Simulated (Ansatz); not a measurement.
Consider the formal exchange of groups at the Si–N bond: `C=N[Si](N)(N)F` + `C=C` → `C=C[Si](N)(N)F` + `C=N`.

Calculated with Ansatz (gas phase, PBE0-D4/def2-TZVP geometries, no zero-point term in ΔE). CCSD(T)/CBS is the MP2 limit (def2-TZVPP, def2-QZVPP) plus CCSD(T) − MP2 in def2-TZVPP, frozen cores. This one scheme is used for every species. Each species was taken in one conformer, which may not be the lowest.

```tsv
species	CCSD(T)/CBS(def2) energy (Eh)
`C=N[Si](N)(N)F`	-594.79151
`C=C`	-78.48111
`C=C[Si](N)(N)F`	-578.73206
`C=N`	-94.52360
```

(1) Work out ΔE.

Largest T1 diagnostic among the species: 0.012.

Results:

(1) ΔE = (-578.73206) + (-94.52360) − (-594.79151) − (-78.48111) = 0.01696 Eh = +10.6 kcal/mol.

In def2-TZVPP, CCSD(T) changes the Hartree–Fock value by −3.1 kcal/mol (the triples alone add −0.4 kcal/mol) and MP2 by −2.5 kcal/mol.
